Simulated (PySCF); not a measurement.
**How methods differ on the excitation energy of Nb**

Nb [Kr] 4d4 5s1 (6D) → Nb [Kr] 4d4 5p1 (high-spin determinant), as a difference of total energies. Computed with PySCF 2.14 in aug-cc-pVTZ-PP with ECP28MDF (6s6p5d3f2g, 88 functions), with scalar relativity through the core potential. Correlated levels: valence: 4s2 4p6 frozen. The calculations carry no spin-orbit coupling.

```tsv
method	excitation energy (cm⁻¹)
UHF	21586
LDA	25335
PBE	24366
PBE0	23805
r2SCAN	25605
wB97X	22249
B3LYP	23941
HSE06	23812
r2SCANh	25324
MP2 (valence)	23261
SCS-MP2 (valence)	22144
```

The determinant of the upper state mixes LS terms, which raises its energy above the lowest term, most at the Hartree-Fock and MP2 levels.
